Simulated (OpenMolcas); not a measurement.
# O+: from CASSCF to CASPT2

- Program: OpenMolcas 26.06
- Basis: ANO-RCC-VQZP [5s4p3d2f1g]
- Scalar Hamiltonian: DKH2, point nucleus
- Active space: 5 electrons in 4 orbitals (2s 2p)
- State averaging: 2S+1 = 4 odd, 1 root; 2S+1 = 2 odd, 8 roots; 2S+1 = 4 even, 3 roots; 2S+1 = 2 even, 9 roots
- Spin-orbit coupling: RASSI with atomic mean-field integrals over the reference wave functions, term energies averaged over their components

Methods on the same reference wave functions:
A. CASSCF
B. SS-CASPT2, IPEA 0.25 Eh, imaginary shift 0.1 Eh (closed shells correlated: 1s)
C. XMS-CASPT2, IPEA 0.25 Eh, imaginary shift 0.1 Eh (closed shells correlated: 1s)

Energies in cm⁻¹ above 2s² 2p³ ⁴S°_3/2, the measured ground level; measured values from NIST Handbook of Basic Atomic Spectroscopic Data.

```
          Level       A       B       C  Measured
2s² 2p³ ⁴S°_3/2     0.0     0.0     0.0       0.0
2s² 2p³ ²D°_3/2   30581   27170   27170     26831
2s² 2p³ ²D°_5/2   30584   27180   27180     26811
2s² 2p³ ²P°_3/2   41247   40560   40510     40468
2s² 2p³ ²P°_1/2   41251   40560   40520     40470
  2s 2p⁴ ⁴P_5/2  121747  120220  118320    119837
  2s 2p⁴ ⁴P_3/2  121895  120370  118470    120000
  2s 2p⁴ ⁴P_1/2  121984  120460  118560    120083
  2s 2p⁴ ²D_3/2  179474  167900  166830    165996
  2s 2p⁴ ²D_5/2  179474  167910  166830    165988
  2s 2p⁴ ²S_1/2  209055  199190  197810    195710
  2s 2p⁴ ²P_3/2  233756  218890  216180    212594
  2s 2p⁴ ²P_1/2  233933  219070  216360    212762
```

Deviations, from unrounded energies. A percentage is the sum of absolute deviations over the sum of measured energies, with the sign that they share, or ± where signs differ.

| Against measurement | Levels | A | B | C |
| --- | --- | --- | --- | --- |
| mean absolute deviation (cm-1) | 12 | 8100 | 1800 | 1400 |
| other terms of the ground configuration (%) | 4 | +6.7 | +0.7 | +0.6 |
| other configurations (%) | 8 | +6.7 | +1.6 | ±1.2 |

C lies closest to measurement on these levels and A furthest from it. The largest miss of C in the table is 2s 2p⁴ ²P_1/2, by +3600 cm-1. The ranking rests on the paired levels alone, and a cruder setting can come out closer through cancelling errors.

Between B and C the level of the table that moves most is 2s 2p⁴ ²P_3/2, by 2700 cm-1 (lowest in C, highest in B). Moves below CASPT2's spread within the term are not significant.

The mean deviations of B to C differ by less than CASPT2's widest spread within a term (1700 cm-1), so their order carries little weight.

From A to B the spin-free energies of the other terms of 2s² 2p³ shown, above ⁴S°, scale by factors of 0.89 to 0.98.

The lowest spin-free term lies below A's lowest term by 0.127 hartree in B, 0.127 hartree in C.

CASPT2 does not keep the components of a term degenerate, so their means are used; among the terms shown or strongly mixed into the levels shown the widest spread is 1700 cm-1 (2s 2p⁴ ²D, C). Without dynamic correlation excited terms often stand tens of per cent too high (terms of higher spin than the ground term too low), and those without a measured partner can miss by more than the paired ones (holds for A). Measured partners are found by configuration, term and J. A level has none where our copy of the source lacks it or the pairing is in doubt (some pairs that miss far off the trend of their configuration count as doubtful), and it then counts in no deviation. Levels of configurations outside the active space are missing.

° marks odd parity.
